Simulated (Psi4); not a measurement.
Intermolecular potential of BF3 ··· CH3Br (SMILES FB(F)F and CBr). Monomers: optimised at B3LYP-D3(BJ) (def2-TZVP), held rigid. Orientation: a higher rigid-body minimum at GFN2-xTB. R is the distance of the centres of mass, along which the second monomer moves.

Geometry at R = 3.27 Å (first 4 atoms: monomer A):
```
9

F      1.1869    -0.5636     0.0674
B      0.0001     0.0000    -0.0011
F     -1.0817    -0.7475    -0.0358
F     -0.1053     1.3111    -0.0305
C      2.1317     1.7543    -2.0919
Br     0.9314     0.6105    -3.1324
H      1.5458     2.5815    -1.7072
H      2.9131     2.1027    -2.7579
H      2.5407     1.1547    -1.2864
```

Calculation: Psi4 with SAPT0/jun-cc-pVDZ, frozen core.

Components in kJ/mol:

| R / Å | electrostatics | exchange | induction | dispersion | total |
|---|---|---|---|---|---|
| 2.68 | -71.56 | 152.43 | -20.69 | -26.37 | 33.81 |
| 2.88 | -42.91 | 81.57 | -11.44 | -18.37 | 8.86 |
| 3.05 | -28.52 | 47.47 | -6.94 | -13.56 | -1.55 |
| 3.27 | -17.64 | 23.33 | -3.68 | -9.22 | -7.22 |
| 3.48 | -11.81 | 11.75 | -2.06 | -6.43 | -8.55 |
| 3.67 | -8.59 | 6.28 | -1.25 | -4.69 | -8.25 |
| 3.97 | -5.60 | 2.31 | -0.60 | -2.90 | -6.78 |
| 4.28 | -3.84 | 0.81 | -0.30 | -1.81 | -5.14 |
| 4.81 | -2.22 | 0.13 | -0.11 | -0.87 | -3.07 |
| 5.49 | -1.23 | 0.01 | -0.04 | -0.38 | -1.63 |
| 6.44 | -0.61 | 0.00 | -0.01 | -0.14 | -0.76 |
| 7.74 | -0.27 | 0.00 | 0.00 | -0.05 | -0.32 |
